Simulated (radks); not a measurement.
Ionisation of the scandium ion Sc2+, [Ar] 3d1, to [Ar] as the strength of local exchange is varied. Method: Dirac Kohn-Sham, Slater X-alpha exchange (alpha = 2/3 is LDA exchange), no correlation, spin-unpolarised, spherical densities, finite nucleus; open shells are shared between the two j in proportion to 2j + 1; Fermi nuclear charge, rms radius 3.5459 fm; computed with a radial shooting solver on a logarithmic mesh with Libxc functionals.

alpha  E(Sc2+) (hartree)  exchange (hartree)  IE (eV)  -e of the level emptied (eV)  <r> of it (bohr)
0.601         -756.52742           -31.55082   22.440                15.745 (3d5/2)             1.651
0.643         -758.73509           -33.84085   23.161                16.353 (3d5/2)             1.616
0.655         -759.36687           -34.49716   23.370                16.530 (3d5/2)             1.606
0.667         -759.99911           -35.15437   23.579                16.709 (3d5/2)             1.597
0.711         -762.32118           -37.57175   24.359                17.376 (3d5/2)             1.564
0.864         -770.44293           -46.07085   27.193                19.839 (3d5/2)             1.463

NIST Atomic Spectra Database: 24.757 eV (measured). The Delta-SCF value meets it near alpha = 0.73. Spin polarisation and multiplet splitting are left out, so open shells lie too high by an amount that depends on their filling.

Beside tabulated values, note that spin-unpolarised runs miss the spin-polarisation part of the exchange energy of open shells.
